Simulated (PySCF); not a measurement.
## CaSb⁻ at PBE0

Computed with PBE0; PySCF, scalar-relativistic core potentials, basis sets Ca def2-SVPD, Sb def2-SVPD with ECP28.

```
state                                                                                                              : ³Π (triplet), unpaired electrons σ ↑, π ↑
bond length                                                                                                        : 2.926 Å
harmonic wavenumber                                                                                                : 212 cm⁻¹
force constant                                                                                                     : 0.793 mdyn/Å
rotational constant Be                                                                                             : 0.06557 cm⁻¹
anharmonicity ωexe                                                                                                 : 0.854 cm⁻¹
vibration–rotation constant αe                                                                                     : 0.000299 cm⁻¹
bond order (Mayer)                                                                                                 : 1.96
dipole moment (positive dipole points towards Sb; it is taken about the centre of mass and depends on that origin) : 2.60 D
```

These are scalar-relativistic numbers at best; spin–orbit coupling would shift them, the dissociation energy most. The state was picked by a PBE0 search and need not be the measured ground state.
